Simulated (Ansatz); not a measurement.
Name a neutral molecule of C, Cl, F, Si and H with size of the dipole moment (B3LYP/def2-TZVPP) between 1.10 and 1.40 D and LUMO energy (B3LYP/def2-TZVPP) between -0.45 and -0.15 eV (Ansatz, PBE0-D4/def2-TZVP geometry).

`F[C@H]1C[Si@@H]1Cl` (1.14 D, -0.20 eV); `F[Si@H]1C[C@@H]1Cl` (1.20 D, -0.37 eV); `C[Si@H](F)[C@@H](F)Cl` (1.33 D, -0.15 eV). Other molecules can fit too; these were computed, each in one conformer that needn't be the lowest.

B3LYP here is the variant with VWN-RPA as its local correlation; programs differ in this.
